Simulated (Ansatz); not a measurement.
Several settings on one geometry of In(H2O)H3 (InOH₅) (that of the charge 0 singlet, PBE-D4/def2-TZVP). Ansatz on 4 threads of Arm Neoverse V1 on a shared host; times are rough.

```
atom   x (Å)   y (Å)   z (Å)
 In1   0.127  -0.071  -1.093
  O2   0.200   0.042   1.381
  H3  -0.409  -0.644   1.707
  H4  -0.209   0.890   1.630
  H5   1.815  -0.297  -1.422
  H6  -0.577   1.526  -1.175
  H7  -0.948  -1.447  -1.029
```

Totals from different functionals, basis sets or treatments of relativity can't be compared as stabilities.

In the def2 sets In takes a core potential; there is no spin–orbit coupling. Correlated methods freeze 5 core orbitals; core or outer-core shells of In are correlated, in sets that lack core-valence functions.

Problem. Give the basis size and estimate the energy, ⟨S²⟩, dipole and time of these runs.

```json
{"run": "1", "method": "RKS B97/def2-SVPD", "charge": "0", "state": "singlet", "further keys": "fitting: {mean_field: def2-universal-jkfit}; final_grid: {core_spheres: 8, valence_spheres: 7, degree: 23}; nuclear_model: gaussian; scf: {lower_state_search: off}; forces asked"}
{"run": "2", "method": "RKS B2PLYP/def2-SVP", "charge": "0", "state": "singlet", "further keys": "fitting: {mean_field: def2-universal-jkfit}; nuclear_model: gaussian; scf: {lower_state_search: off}; forces asked"}
{"run": "3", "method": "RKS ωB97/def2-TZVP", "charge": "0", "state": "singlet", "further keys": "forces asked"}
```

Solution. 
```
run  functions  energy (Eh)  ⟨S²⟩  dipole (D)  wall time
  1         95    -268.2737     –        3.19      0.4 s
  2         65    -267.9111     –        3.48      1.1 s
  3        111    -268.3936     –        3.33      2.1 s
```
